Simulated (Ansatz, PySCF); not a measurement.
C$_{2}$H$_{9}$AlNP (SMILES C[N](C)[AlH][PH2]), singlet, geometry from GFN2-xTB (such geometries of metal compounds can be far from the true shape), with bond 9-5 at 2.4 times its length. Base run: CASSCF(6,5)/STO-3G in PySCF.

Here is a job for PySCF.
```python
from pyscf import gto, scf, mcscf
import numpy

mol = gto.Mole()
mol.atom = '''
    Al   -0.76647673   -0.16139811   -0.42070201
    H    -1.73969703   -1.08081616   -1.19018432
    N     0.69614038   -1.01007832    0.18411822
    C     1.78925378   -0.37177343    0.89245800
    C     0.88856179   -2.43778880    0.01670475
    H     1.91654157   -0.79565790    1.89556277
    H     2.73650045   -0.48699665    0.35161467
    H     1.56939845    0.69500230    0.99110978
    H     3.06365563   -2.95438616   -1.37089487
    H     0.97207319   -2.94567538    0.98470326
    H     0.02562860   -2.83924392   -0.51870300
    P    -1.06407806    2.10837430   -0.07696124
    H    -2.14194392    2.14591050   -0.96619079
    H    -0.14785989    2.36099748   -1.10670999
'''
mol.basis = 'sto-3g'
mol.verbose = 4
mol.build()

mf = scf.RHF(mol)
mf.kernel()
mc = mcscf.CASSCF(mf, 5, 6)
mc.fix_spin_(ss=0.0)
mc.kernel()
occ = numpy.linalg.eigvalsh(mc.fcisolver.make_rdm1(mc.ci, mc.ncas, mc.nelecas))[::-1]
ss = mc.fcisolver.spin_square(mc.ci, mc.ncas, mc.nelecas)[0]
print('natural occupations', occ.round(4), ' <S^2>', round(ss, 4))
```

Programs used: Ansatz (a program for electronic structure), PySCF; a row that names a program was run with it.

Variants of this job, named by their change:

```
change                                                ΔE vs base (kcal/mol)                           natural occupations  <S^2> of the state
----------------------------------------------------  ---------------------  --------------------------------------------  ------------------
base                                                                  0.000                      1.99 1.98 1.32 0.69 0.02                0.00
start = MP2 natural orbitals                                          0.000                      1.99 1.98 1.32 0.69 0.02                0.00
correction = SC-NEVPT2                                               -122.7                      1.99 1.98 1.32 0.69 0.02                0.00
code = ansatz                                                         0.011                                             -                   -
active space = 4 electrons, 4 orbitals                                 7.42                           1.97 1.31 0.69 0.03                0.00
code = ansatz; correction = SC-NEVPT2, all electrons                 -122.8                                             -                   -
active space = 2 electrons, 4 orbitals                                15.32                           1.31 0.69 0.00 0.00                0.00
orbitals = fixed (CASCI); correction = SC-NEVPT2                     -122.1                      2.00 2.00 1.32 0.68 0.00                0.00
active space = 10 electrons, 9 orbitals                              -20.11  1.99 1.98 1.97 1.97 1.32 0.69 0.03 0.03 0.02                0.00
fix_spin_ = off                                                       0.000                      1.99 1.98 1.32 0.69 0.02                0.00
conv_tol = 1e-5                                                       0.000                      1.99 1.98 1.32 0.69 0.02                0.00
```

Active orbitals are taken around the Fermi level unless the row says otherwise; CASSCF can end in different local minima, and two programs can end on different orbitals. State-averaged rows give the lowest state.

Ansatz warned in this series: other orbitals give a lower active-space energy.
